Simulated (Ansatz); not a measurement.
# Reading a saddle point

A first-order saddle point of SiNH7F2, singlet, PBE0-D4/def2-TZVP, with one imaginary mode of 288i cm⁻¹:

```xyz
11
angstrom
Si -0.4486 0.5503 -0.9595
N 0.1422 -0.9801 -0.1126
H -0.4209 0.0285 -2.3653
H -1.8665 0.8347 -0.6855
H 0.5700 1.6108 -0.9213
H 0.3872 0.6826 1.6640
F -0.4710 1.1661 1.2571
H 0.8026 -0.6943 0.7730
F 1.3158 -0.1043 1.8264
H -0.6398 -1.4981 0.2790
H 0.6287 -1.5965 -0.7554
```

Program: Ansatz 0.2.0. Basis: def2-TZVPP and def2-QZVPP. Cores are frozen in the correlated methods. Extrapolation: Hartree–Fock as exp(−7.88 √X), correlation as X^−2.97.

Task: Which contacts change along the imaginary mode, and what lies on either side? (A judgement: the text doesn't fix the answer.)

Result: By the calculation: The step is SiNH₅ ([NH2][SiH3]) + HF + HF → SiH₃F ([F][SiH3]) + NH₃ + HF, with the molecules in contact on both sides. Shortening one way: Si1–F7, N2–H8, H6–F9; lengthening the same way: Si1–N2, H6–F7, H8–F9.
```csv
pair,one side (Å),saddle (Å),other side (Å)
Si1–F7,3.36,2.30,1.63
N2–H8,1.52,1.14,1.02
H6–F9,1.60,1.23,0.94
Si1–N2,1.78,1.85,2.66
H6–F7,0.94,1.07,1.69
H8–F9,1.00,1.31,2.21
```

Task: Which side is lower, and how far does the saddle lie above each? (To be estimated.)

Result: Computed: The side with Si1–F7, N2–H8, H6–F9 short is lower by 0.531 eV; the saddle lies 0.860 eV above it and 0.328 eV above the other (CCSD(T) at an estimated basis limit (MP2 extrapolated from triple and quadruple zeta, plus CCSD(T) − MP2 in triple zeta); electronic energies).

The T1 diagnostic stays at or below 0.011.

Steps of this kind, hydrogen fluoride cutting a network bond, underlie vapour etching and the fluorination step of atomic layer etching.

Labels in which every atom is bracketed show which atoms are joined, not bond orders.

For scale, one of the runs: CCSD(T)/def2-TZVPP, 233 basis functions, launched by `ansatz run in.yaml --threads 4 --pin off --events-out ev --progress --plain --max-ram 9574MiB`. Hardware: 4 CPU threads of an AMD EPYC 7R43, shared host. Wall time 2.6 min; peak host memory 4.3 GiB.
